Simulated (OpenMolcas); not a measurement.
# Multiconfigurational calculation on Re3+

Re3+ among 6 point charges of -1.1 e arranged as a tetragonal octahedron (D4h), 1.86 Å from the ion, with the axial distance 1.934 Å. With inversion symmetry the input lists one of each pair of outer charges.

Input:

```
&GATEWAY
Coord
1

Re 0.0 0.0 0.0
Basis=ANO-RCC-VDZP
Group=XYZ
NoMove
AngMom=0.0 0.0 0.0
AMFI
XField
3 Angstrom 0
1.860000 0.000000 0.000000 -1.100000
0.000000 1.860000 0.000000 -1.100000
0.000000 0.000000 1.934400 -1.100000
&SEWARD
&RASSCF
FileOrb=start.orb
Symmetry=1
Spin=5
nActEl=4 0 0
Inactive=15 19
Ras2=5 0
CIRoot=5 5 1
SDav=5
CIMx=300
Iter=120 100
PrWF=0.3
OrbListing=Nothing
MaxOrb=0
>>> COPY $Project.JobIph JOB001
&RASSCF
FileOrb=start.orb
Symmetry=1
Spin=3
nActEl=4 0 0
Inactive=15 19
Ras2=5 0
CIRoot=45 45 1
SDav=45
CIMx=300
Iter=120 100
PrWF=0.3
OrbListing=Nothing
MaxOrb=0
>>> COPY $Project.JobIph JOB002
&RASSCF
FileOrb=start.orb
Symmetry=1
Spin=1
nActEl=4 0 0
Inactive=15 19
Ras2=5 0
CIRoot=50 50 1
SDav=50
CIMx=300
Iter=120 100
PrWF=0.3
OrbListing=Nothing
MaxOrb=0
>>> COPY $Project.JobIph JOB003
&RASSI
NrOfJobIphs=3 5 45 50
1 2 3 4 5
1 2 3 4 5 6 7 8 9 10 11 12 13 14 15 16 17 18 19 20 21 22 23 24 25 26 27
28 29 30 31 32 33 34 35 36 37 38 39 40 41 42 43 44 45
1 2 3 4 5 6 7 8 9 10 11 12 13 14 15 16 17 18 19 20 21 22 23 24 25 26 27
28 29 30 31 32 33 34 35 36 37 38 39 40 41 42 43 44 45 46 47 48 49 50
IphNames
JOB001
JOB002
JOB003
EJob
SpinOrbit
DIPRint=1.0
SOCoupling=1000.0
Subsets=2
Property=9
'ANGMOM' 1 'ANGMOM' 2 'ANGMOM' 3 'MLTPL  1' 1 'MLTPL  1' 2 'MLTPL  1' 3
'AMFI' 1 'AMFI' 2 'AMFI' 3
SOProperty=3
'ANGMOM' 1 'ANGMOM' 2 'ANGMOM' 3
```

Launched by
```bash
OMP_NUM_THREADS=1 MOLCAS_MEM=1689 MOLCAS_PROJECT=a pymolcas a.inp > a.log  # once for each step of the input, in one work folder
```

A driver script runs the steps one by one and writes start.orb anew before each from the orbitals found so far.

Output, cut to the results:

```
--- SEWARD ---
Basis set label: RE.ANO-RCC...7S6P4D2F1G.

      Electronic valence basis set:
      ------------------
      Associated Effective Charge  75.000000 au
      Associated Actual Charge     75.000000 au
      Nuclear Model: Point charge

      Shell  nPrim  nBasis  Cartesian Spherical Contaminant
         s      24       7        X
         p      21       6        X
         d      15       4                 X
         f      11       2                 X
         g       4       1                 X
                  Relativistic Douglas-Kroll-Hess integrals:
                    - DKH order of Hamiltonian: 2
                    - DKH order of Properties : 0
                  Atomic mean-field integrals
--- RASSCF ---
Wave function specifications:
      -----------------------------

      Number of closed shell electrons          68
      Number of electrons in active shells       4
      Max number of holes in RAS1 space          0
      Max nr of electrons in RAS3 space          0
      Number of inactive orbitals               34
      Number of active orbitals                  5
      Number of secondary orbitals              29
      Spin quantum number                      2.0
      State symmetry                             1
Orbital specifications:
      -----------------------

      Symmetry species                           1   2
                                                ag  au
      Frozen orbitals                            0   0
      Inactive orbitals                         15  19
      Active orbitals                            5   0
      RAS1 orbitals                              0   0
      RAS2 orbitals                              5   0
      RAS3 orbitals                              0   0
      Secondary orbitals                        16  13
      Deleted orbitals                           0   0
      Number of basis functions                 36  32
      Number of CSFs                             5
      Number of root(s) required                 5
      Iter CI   SX   CI       RASSCF       Energy    max ROT     max BLB   max BLB  Level Ln srch  Step   QN
          iter iter root      energy       change     param      element    value   shift minimum  type update
 Nr of preliminary CI iterations:   1
      Total energies have been shifted. Add               -16000.00 au
        1   1    6    0  -680.27743314    0.00E+00   1.36E-01*  20  27 1  1.66E-01*  0.31   0.00    SX    NO
        2   1    7    0  -680.35073774   -7.33E-02* -1.25E-02   11  27 2 -1.32E-01*  0.37   0.00    SX    NO
        3   1    6    0  -680.35705291   -6.32E-03*  1.73E-02   13  29 2  9.11E-02*  0.35   0.00    SX    NO
        4   1    6    0  -680.35952472   -2.47E-03*  9.01E-03   16  32 2 -6.58E-02*  0.37   0.00    SX    NO
        5   1    6    0  -680.36077562   -1.25E-03*  3.69E-03   13  29 2  4.85E-02*  0.36   0.58    LS   YES
        6   1    5    0  -680.36214468   -1.37E-03*  4.16E-03   18  21 1 -1.79E-03*  0.36   1.02    QN   YES
        7   1    5    0  -680.36216410   -1.94E-05*  5.82E-03   18  21 1 -1.31E-03*  0.36   2.42    LS   YES
        8   1    5    0  -680.36217428   -1.02E-05* -2.96E-03   16  32 2 -1.60E-03*  0.36   1.01    QN   YES
        9   1    5    0  -680.36217994   -5.66E-06* -2.42E-03   20  27 1 -5.38E-04*  0.36   1.82    LS   YES
       10   1    5    0  -680.36218139   -1.45E-06* -3.51E-04   13  29 2  5.67E-04*  0.36   1.01    QN   YES
       11   1    4    0  -680.36218185   -4.65E-07* -9.60E-05   13  29 2  1.12E-04*  0.36   1.25    QN   YES
       12   1    3    0  -680.36218187   -2.11E-08*  4.98E-06   17  23 2  1.08E-05   0.36   1.02    QN   YES
       13   1    3    0  -680.36218187   -1.16E-10  -1.63E-06   18  24 2  2.97E-06   0.36   2.50    QN   YES
      Convergence after 13 iterations
       14   1    3    0  -680.36218187    0.00E+00  -1.63E-06   19  22 2 -1.97E-07   0.36   2.50    QN   YES
      Natural orbitals and occupation numbers for root  1
      sym 1:   1.000000   1.000000   1.000000  -0.000000   1.000000
      Natural orbitals and occupation numbers for root  2
      sym 1:   1.000000   1.000000   0.000000   1.000000   1.000000
      Natural orbitals and occupation numbers for root  3
      sym 1:   0.000000   1.000000   1.000000   1.000000   1.000000
::    RASSCF root number  1 Total energy: -16680.39977199
::    RASSCF root number  2 Total energy: -16680.38836424
::    RASSCF root number  3 Total energy: -16680.34413358
...
--- RASSI ---
SPIN-FREE ENERGIES:
  (Shifted by EMIN (a.u.) =     -16680.3997719936)

 SF State       Relative EMIN(au)   Rel lowest level(eV)    D:o, cm**(-1)      L_eff

     1             0.0000000000        0.0000000000              0.0000         2.0
     2             0.0114077577        0.3104209022           2503.7134         2.0
     6             0.0332128503        0.9037676971           7289.3781         3.9
     7             0.0332128503        0.9037676971           7289.3781         3.9
     8             0.0375119769        1.0207528913           8232.9273         4.0
     3             0.0556384126        1.5139983360          12211.2201         2.0
     4             0.0604522190        1.6449886795          13267.7285         2.0
     5             0.0604522190        1.6449886795          13267.7285         2.0
    51             0.0709239959        1.9299402458          15566.0178         4.8
    52             0.0709239959        1.9299402458          15566.0178         4.8
    53             0.0742620958        2.0207745725          16298.6461         5.1
    54             0.0751857881        2.0459095205          16501.3731         4.7
     9             0.0760795166        2.0702291103          16697.5238         4.8
    55             0.0788826210        2.1465054674          17312.7342         5.1
    10             0.0789700063        2.1488833431          17331.9130         3.8
    11             0.0802313555        2.1832064047          17608.7472         4.8
    13             0.0807626560        2.1976638262          17725.3541         3.8
    12             0.0807626560        2.1976638262          17725.3541         3.8
    15             0.0841642517        2.2902259624          18471.9181         3.8
    14             0.0841642517        2.2902259624          18471.9181         3.8
    16             0.0875204917        2.3815539032          19208.5276         3.9
...
```

Spin-orbit levels above the lowest (labels of D4, the rotations of D4h):

```csv
E (cm-1),Degeneracy,Label,2S+1,g
0.0,1,A1,5 (58 %),
2207,1,A2,5 (78 %),
3270,2,E,5 (78 %),0.00 0.00 0.40
4553,1,B1,5 (90 %),
5289,1,A1,5 (85 %),
5714,2,E,5 (86 %),0.00 0.00 1.33
6959,1,B2,5 (86 %),
7329,1,B1,5,
11564,1,A1,3 (56 %),
11666,2,E,3 (71 %),0.00 0.00 2.59
11963,1,B2,3 (69 %),
12478,1,A2,3 (78 %),
12943,1,B1,3 (79 %),
13122,2,E,3 (70 %),0.00 0.00 1.52
13141,1,A1,3 (72 %),
15430,1,A1,5 (66 %),
15747,1,A2,5 (69 %),
15890,1,B2,5 (77 %),
16028,2,E,5 (69 %),0.00 0.00 1.94
16466,1,A1,3 (52 %),
```

Spin-orbit coupling mixes the spin-free states strongly: the lowest level takes only 36 % from its leading state, 5B1. Without dynamic correlation the repulsion within the d shell is too large (B by tens of per cent), so at a given field states of lower spin stand too high. This shell can be high or low spin here, a state of another spin lies low, and with metal d orbitals alone active their balance is uncertain, so the ground spin may be wrong. Point charges give a weaker field than real ligands, and real ions of this kind are as a rule low spin; the high spin found here belongs to the model. This is an electrostatic model: the charges have no orbitals. No measured value stands beside these numbers.

With an even number of electrons the g values are those of a degenerate or nearly degenerate non-Kramers pair.
